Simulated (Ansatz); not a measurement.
A search over several starts for the lowest SCF solution of C₂H₆ClSb⁺, that is SbMe2Cl with one electron fewer at the given spin, in a small basis.

```yaml
crystal:
  periodic: [false, false, false]
  atoms:
    - {symbol: Sb, position_ang: [-0.329818, -0.574243, 1.174208]}
    - {symbol: C, position_ang: [1.526149, -0.537020, 0.015143]}
    - {symbol: H, position_ang: [2.044872, 0.426884, 0.191597]}
    - {symbol: H, position_ang: [1.277538, -0.640597, -1.058240]}
    - {symbol: H, position_ang: [2.182908, -1.370619, 0.328485]}
    - {symbol: C, position_ang: [-1.226053, 1.051726, 0.016121]}
    - {symbol: H, position_ang: [-2.295012, 1.153071, 0.282642]}
    - {symbol: H, position_ang: [-1.131124, 0.821014, -1.061871]}
    - {symbol: H, position_ang: [-0.698368, 1.998805, 0.247950]}
    - {symbol: Cl, position_ang: [-1.351092, -2.329021, -0.136035]}
basis:
  gaussian: {orbitals: def2-SVP}
total_charge: 1
magnetization: {spin_polarized: true, initial_magnetization: 1}
hamiltonian: {xc: pbe0, dispersion: d4}
output: {orbitals: {seedname: orbitals}}
```

```sh
$ ansatz run in.yaml --threads 2 --pin off --events-out ev --progress --plain --max-ram 4352MiB
```

Output, abridged:

```
Functional definition: PBE0
1101 factors; integrals over basis functions are off by at most 1.3e-3 eV
mean field evaluation 1: about -21197.3917 eV, gradient 5.2e1 eV
mean field evaluation 2: about -21174.5254 eV, gradient 7.3e1 eV
mean field evaluation 4: about -21211.7726 eV, gradient 3.1e0 eV
mean field evaluation 8: about -21212.0030 eV, gradient 5.9e-1 eV
mean field evaluation 16: about -21212.0063 eV, gradient 2.7e-3 eV
mean field evaluation 32: about -21211.9925 eV, gradient 1.1e0 eV
mean field -21212.00630243 eV, -779.5268535999 hartree, gradient 4.7e-5 eV, S^2 0.755361; 2 other end points of the search recorded, 0 dependent functions left out
reference -21212.00632847 eV, -779.5268545569 hartree; 29, 28 occupied and 73, 74 virtual orbitals, 1101 factors
Total energy: -21212.18778337 eV, -779.5335229016 hartree
```

Hardware: 2 threads of Arm Neoverse V1 on a shared host. Wall time 6.5 s.

In the def2 sets Sb takes a core potential; there is no spin–orbit coupling.
